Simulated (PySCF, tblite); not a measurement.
Isomers of C7H12Si, one GFN2-xTB conformer each. Single-point energies are computed at PBE0/pcSseg-1 (PySCF, gas phase, no added dispersion term), electronic only.

```json
{"SMILES": "C#C/C=C(/C)[SiH](C)C", "GFN2-xTB relative energy (kJ/mol)": "7.6"}
{"SMILES": "C=C[C@]1(C(=C)C)C[SiH2]1", "GFN2-xTB relative energy (kJ/mol)": "0.0"}
```

Conformers: `[CH:1]#[C:2]/[CH:3]=[C:4](/[CH3:5])[SiH:6]([CH3:7])[CH3:8]` with C3–C4–Si6–C7 -60°; `[CH2:1]=[CH:2][C@:3]1([C:4](=[CH2:5])[CH3:6])[CH2:7][SiH2:8]1` with C1–C2–C3–C4 168°, C2–C3–C4–C5 -108°.

What does PBE0/pcSseg-1 give for the same structures?

```csv
SMILES,PBE0/pcSseg-1 E (Eh),PBE0/pcSseg-1 (kJ/mol),GFN2-xTB (kJ/mol),point group
C#C/C=C(/C)[SiH](C)C,-562.88816,0.0,7.6,near Cs
C=C[C@]1(C(=C)C)C[SiH2]1,-562.86458,61.9,0.0,C1
```

GFN2-xTB puts C=C[C@]1(C(=C)C)C[SiH2]1 lowest instead. As drawn, the lower has a C≡C bond, which the higher lacks; the higher has a three-membered ring, which the lower lacks.

Which frontier levels, dipoles and rotational constants go with these structures?

| SMILES | HOMO (eV, PBE0/pcSseg-1) | LUMO (eV) | dipole (D) | A, B, C (MHz) |
| --- | --- | --- | --- | --- |
| C#C/C=C(/C)[SiH](C)C | -6.83 | -0.97 | 0.32 | 1659, 1520, 1071 |
| C=C[C@]1(C(=C)C)C[SiH2]1 | -6.16 | -0.38 | 0.82 | 2119, 1445, 1212 |

What happens when harmonic zero-point energies from GFN2-xTB frequencies are added?

```json
{"SMILES": "C#C/C=C(/C)[SiH](C)C", "ZPE (kJ/mol)": "419.3", "electronic (kJ/mol)": "0.0", "with ZPE (kJ/mol)": "0.0"}
{"SMILES": "C=C[C@]1(C(=C)C)C[SiH2]1", "ZPE (kJ/mol)": "421.4", "electronic (kJ/mol)": "61.9", "with ZPE (kJ/mol)": "64.0"}
```

The zero-point energies span 2.1 kJ/mol. The order is unchanged.

As an exercise, what shares would exp(−E/RT) give at 2000 K from these electronic energies alone (no entropy, no degeneracies)?

RT = 16.629 kJ/mol: C#C/C=C(/C)[SiH](C)C 97.6 %, C=C[C@]1(C(=C)C)C[SiH2]1 2.4 %.
